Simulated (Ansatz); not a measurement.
Geometry optimisation, RKS revPBE-D4/def2-SVP (Ansatz).

Input:

```yaml
crystal:
  periodic: [false, false, false]
  atoms:
    - { symbol: B, position_ang: [-0.2375, -0.9076, 1.8306] }
    - { symbol: B, position_ang: [-0.2861, -1.0531, 0.1677] }
    - { symbol: O, position_ang: [-0.9843, -0.0707, -0.7046] }
    - { symbol: Si, position_ang: [0.3507, 1.0216, -1.2268] }
    - { symbol: Br, position_ang: [1.17806, 1.9119, 0.70373] }
    - { symbol: H, position_ang: [-0.7799, 0.1107, 2.3015] }
    - { symbol: H, position_ang: [0.2413, -1.6792, 2.5111] }
    - { symbol: H, position_ang: [0.2143, -2.0156, -0.3095] }
    - { symbol: H, position_ang: [1.39956, 0.20062, -1.88102] }
    - { symbol: H, position_ang: [-0.1738, 2.04655, -2.04657] }
basis:
  gaussian: { orbitals: def2-SVP }
hamiltonian:
  xc: revpbe
  dispersion: d4
relax:
  f_tol: 0.015
  max_steps: 40
output:
  orbitals: {}
```

Command:

```bash
$ ansatz run input.yaml --threads 2 --pin off --max-ram 3072MiB --backend cpu --events-out ev --progress --plain --runs-dir out
```

Question: Where does it end, and by what steps?

Answer: The forces met the threshold. After 14 steps the energy has fallen by 1.664 eV; H8 moved furthest, 1.31 Å. Joined: B1–Br5.

```json
{"step": "0", "energy less start (eV)": "0.0000", "largest force component (eV/Å)": "3.275", "accepted": "yes"}
{"step": "1", "energy less start (eV)": "-0.5722", "largest force component (eV/Å)": "1.954", "accepted": "yes"}
{"step": "2", "energy less start (eV)": "-0.7721", "largest force component (eV/Å)": "0.851", "accepted": "yes"}
{"step": "3", "energy less start (eV)": "-0.9004", "largest force component (eV/Å)": "0.527", "accepted": "yes"}
{"step": "4", "energy less start (eV)": "-1.0485", "largest force component (eV/Å)": "0.588", "accepted": "yes"}
{"step": "5", "energy less start (eV)": "-1.1949", "largest force component (eV/Å)": "0.507", "accepted": "yes"}
{"step": "6", "energy less start (eV)": "-1.3226", "largest force component (eV/Å)": "0.426", "accepted": "yes"}
{"step": "7", "energy less start (eV)": "-1.4493", "largest force component (eV/Å)": "0.276", "accepted": "yes"}
{"step": "8", "energy less start (eV)": "-1.5493", "largest force component (eV/Å)": "0.314", "accepted": "yes"}
{"step": "9", "energy less start (eV)": "-1.6096", "largest force component (eV/Å)": "0.627", "accepted": "yes"}
{"step": "10", "energy less start (eV)": "-1.6246", "largest force component (eV/Å)": "0.572", "accepted": "yes"}
{"step": "11", "energy less start (eV)": "-1.6450", "largest force component (eV/Å)": "0.451", "accepted": "yes"}
{"step": "12", "energy less start (eV)": "-1.6367", "largest force component (eV/Å)": "0.840", "accepted": "no"}
{"step": "13", "energy less start (eV)": "-1.6631", "largest force component (eV/Å)": "0.052", "accepted": "yes"}
{"step": "14", "energy less start (eV)": "-1.6636", "largest force component (eV/Å)": "0.012", "accepted": "yes"}
```

```xyz
10
Properties=species:S:1:pos:R:3
B -0.099 -0.572 1.650
B -0.489 -1.203 0.124
O -0.223 -0.545 -1.081
Si 0.523 0.950 -1.200
Br 0.908 1.530 0.981
H -0.984 -0.106 2.353
H 0.863 -1.022 2.256
H -1.035 -2.291 -0.022
H 1.838 0.853 -1.904
H -0.382 1.971 -1.810
```

Run time: 14 s on 2 threads of AMD EPYC 9R45 96-Core Processor (Zen 5), on a shared host, peak memory 0.19 GiB.
